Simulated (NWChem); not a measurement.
Species: CH6FNSi; SMILES C[Si@H](N)F

```xyz
10

C      1.0192    -1.3681     0.1877
Si    -0.0610     0.0472    -0.3500
N      0.5868     1.5292     0.2156
F     -1.5584    -0.2609     0.2374
H      2.0325    -1.2735    -0.2310
H      1.1025    -1.4007     1.2858
H      0.5949    -2.3291    -0.1406
H     -0.2327     0.1604    -1.8235
H      0.9261     1.6197     1.1666
H      0.2337     2.4142    -0.1300
```
Atoms are numbered in this order, from 1.

Computed with NWChem. Pople sets run with spherical d functions. The geometry was optimised at PBE0/def2-SVP.

Q: Estimate the computed values for PBE/6-31+G*. Quantities: highest occupied level (eV); orbital gap (eV); dipole (D).

A: 
```yaml
highest occupied level (eV): -6.42
orbital gap (eV): 5.86
dipole (D): 1.86
```
